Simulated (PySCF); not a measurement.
Two species compared at the same levels of theory.

First species: C₃H₁₃NSi₃.
Structure used (PBE0-D3(BJ)/def2-SVP), in Å, numbered top down from 1:
```xyz
20
C3H13NSi3 angstrom
Si     3.255    0.428   -0.340
C      1.879   -0.642    0.362
Si     0.251   -0.546   -0.572
C     -0.484    1.197   -0.593
C     -2.022    1.083   -0.601
Si    -2.497   -0.400    0.473
N     -1.064   -1.367    0.232
H      4.510    0.295    0.464
H      3.561    0.035   -1.751
H      2.849    1.868   -0.338
H      1.698   -0.348    1.410
H      2.230   -1.689    0.375
H      0.501   -1.083   -1.952
H     -0.110    1.809   -1.430
H     -0.143    1.700    0.330
H     -2.380    0.867   -1.623
H     -2.514    2.018   -0.290
H     -2.719   -0.028    1.911
H     -3.745   -1.087    0.012
H     -1.001   -2.333    0.533
```

Second species: C3H11PSi2.
Bonds: C1–Si2, Si2–P3, Si2–C4, C4–Si5, Si5–C6, Si2–C6. Hydrogens: H7, H8, H9 on C1; H10, H11 on P3; H12, H13 on C4; H14, H15 on Si5; H16, H17 on C6.

Levels: CAM-B3LYP/def2-SVPD for HOMO energy, LUMO energy, HOMO–LUMO gap and static isotropic polarisability; TDDFT CAM-B3LYP/def2-SVPD for lowest singlet excitation; TDA CAM-B3LYP/def2-SVPD for lowest triplet excitation (Tamm–Dancoff); ΔSCF CAM-B3LYP/def2-SVPD for vertical ionisation energy. Geometries: PBE0-D3(BJ)/def2-SVP. All species are isolated and taken at one optimised geometry, non-relativistic unless stated. Electronic properties by PySCF.

Dipoles, sizes and rotational constants follow the conformer. The torsions of the flexible species, by atom-mapped SMILES:
- `[CH3:1][Si:2]1([PH2:3])[CH2:4][SiH2:5][CH2:6]1`: H–P3–Si2–C1 171°, H–P3–Si2–C1 77°

The conformers of `[SiH3]C[Si@@H]1CC[SiH2]N1` aren't listed.

Values for the first species:

```
HOMO energy                              : -8.51 eV
LUMO energy                              : 1.04 eV
HOMO–LUMO gap                            : 9.55 eV
Lowest singlet excitation                : 6.35 eV
Lowest triplet excitation (Tamm–Dancoff) : 6.03 eV
Static isotropic polarisability          : 119.5 au
Vertical ionisation energy               : 9.09 eV
```

**Question.** Estimate the same properties for the second species, and the change in each.

**Answer.** 
```json
{"property": "HOMO energy", "first": "-8.51 eV", "second": "-8.22 eV", "second less first": "+0.29 eV"}
{"property": "LUMO energy", "first": "1.04 eV", "second": "0.88 eV", "second less first": "-0.16 eV"}
{"property": "HOMO–LUMO gap", "first": "9.55 eV", "second": "9.10 eV", "second less first": "-0.45 eV"}
{"property": "lowest singlet excitation", "first": "6.35 eV", "second": "6.23 eV", "second less first": "-0.12 eV"}
{"property": "lowest triplet excitation (Tamm–Dancoff)", "first": "6.03 eV", "second": "5.48 eV", "second less first": "-0.55 eV"}
{"property": "static isotropic polarisability", "first": "119.5 au", "second": "114.7 au", "second less first": "-4.8 au"}
{"property": "vertical ionisation energy", "first": "9.09 eV", "second": "8.88 eV", "second less first": "-0.21 eV"}
```

On the first: The polarisability is 17.70 Å³ as a volume (1 au = 0.148185 Å³), or 1.49 au for each of the 80 electrons. The principal polarisabilities are 103.4, 109.9 and 145.0 au; their mean is the isotropic value.

On the second: In wavenumbers S1 is 50300 cm⁻¹ (1 eV = 8065.54 cm⁻¹). The principal polarisabilities are 99.7, 109.8 and 134.7 au; their mean is the isotropic value.
